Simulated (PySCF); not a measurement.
## C6H11O: g tensor and hyperfine couplings

C₆H₁₁O (doublet state).
Cartesian coordinates in Å at the GFN2-xTB level; atoms count from 1:
```xyz
18
C6H11O angstrom
C      2.3820   -0.2760   -0.2846
C      1.5040    0.9564    0.0055
C      0.0554    0.6415    0.0441
C     -0.6258   -0.2166    1.0612
C     -2.0411   -0.3135    0.4863
C     -1.7812   -0.1814   -1.0178
O     -0.6326    0.6275   -1.1563
H      3.4288    0.0127   -0.3370
H      2.2665   -1.0173    0.5023
H      2.0942   -0.7243   -1.2320
H      1.8042    1.3843    0.9655
H      1.6733    1.6989   -0.7760
H     -0.5997    0.2238    2.0595
H     -0.1656   -1.2142    1.1275
H     -2.6450    0.5247    0.8350
H     -2.5483   -1.2432    0.7330
H     -1.5755   -1.1651   -1.4643
H     -2.6025    0.2880   -1.5636
```

The hyperfine couplings belong to this conformer and change with its torsions.

Identity: `CC[C]1CCCO1` [radical].

Method used: UKS B3LYP, pcH-1 on C H O, non-relativistic, mean-field spin-orbit, GIAO in PySCF. One conformer (not necessarily the lowest) at the GFN2-xTB geometry, without solvent, vibrations or thermal averaging. Couplings are sensitive to structure, and on GFN2-xTB geometries they can be far from those on DFT ones. No stability test was run, so a lower SCF solution isn't excluded.

```
g1, g2, g3        : 2.00207, 2.00338, 2.00414
g_iso             : 2.00320
Form of g         : rhombic: the two nearest values differ by 37 % of g3 − g1
⟨S²⟩              : 0.7537 (exact 0.7500)
α and β electrons : 28, 27
Basis functions   : 285
```

Isotropic coupling and dipolar principal values T1 to T3, in MHz; ρ(0) is the spin density at the nucleus:

```csv
atom,isotope,a_iso,T1,T2,T3,Mulliken spin population,ρ(0) (bohr⁻³)
C1,13C,63.9,-5.3,-5.2,10.5,0.05,0.0568
C2,13C,-15.3,-2.0,-1.6,3.6,-0.06,-0.0136
C3,13C,152.7,-76.6,-75.6,152.2,0.86,0.1358
C4,13C,-20.4,-2.0,-1.1,3.2,-0.07,-0.0181
C5,13C,0.8,-1.5,0.0,1.5,0.01,0.0007
C6,13C,-3.6,-1.7,-1.0,2.7,-0.01,-0.0032
O7,17O,-30.4,-63.7,30.5,33.2,0.12,0.0502
H8,1H,9.1,-3.5,-1.5,5.0,0.01,0.0020
H9,1H,-3.7,-4.4,-1.4,5.8,0.00,-0.0008
H10,1H,-3.9,-4.4,-1.5,5.9,0.00,-0.0009
H11,1H,28.0,-5.7,-4.4,10.2,0.01,0.0063
H12,1H,20.4,-5.4,-4.4,9.8,0.01,0.0046
H13,1H,48.2,-5.1,-4.4,9.5,0.02,0.0108
H14,1H,108.6,-4.4,-3.2,7.6,0.06,0.0243
H15,1H,-1.2,-3.1,-2.5,5.6,0.00,-0.0003
H16,1H,-2.4,-1.9,-1.6,3.5,0.00,-0.0005
H17,1H,15.7,-3.1,-2.7,5.8,0.01,0.0035
H18,1H,-0.1,-3.1,-2.6,5.7,0.00,0.0000
```

The largest Mulliken spin populations are on C3 (+0.86), O7 (+0.12) and C4 (-0.07). C3 is the only atom above +0.15. The angles at C3 add up to 354.5°, so it is nearly planar.

Axes: g3 points within 9° of the C6–O7 bond.

Under fast tumbling the dipolar parts average out, and these isotropic splittings remain: 2 × 1H (H13/H14, I = 1/2, 3 lines) with 2.80 mT, 2 × 1H (H11/H12, I = 1/2, 3 lines) with 0.86 mT, 2 × 1H (H17/H18, I = 1/2, 3 lines) with 0.28 mT and 2 × 1H (H15/H16, I = 1/2, 3 lines) with 0.06 mT.

Means are taken over nuclei equivalent by connectivity, which assumes that they swap fast. The 1H value of +78.4 MHz is a mean of couplings from 48.2 to 108.6 MHz in this one geometry, not an average over conformers. The 1H value of +7.8 MHz is a mean of couplings from -0.1 to 15.7 MHz in this one geometry, not an average over conformers.

The 13C coupling of C3 (152.7 MHz) shows only in satellite lines or after enrichment, since that isotope makes up about 1.07 % of natural carbon.

The 17O coupling of O7 (-30.4 MHz) shows only in satellite lines or after enrichment, since that isotope makes up about 0.038 % of natural oxygen.
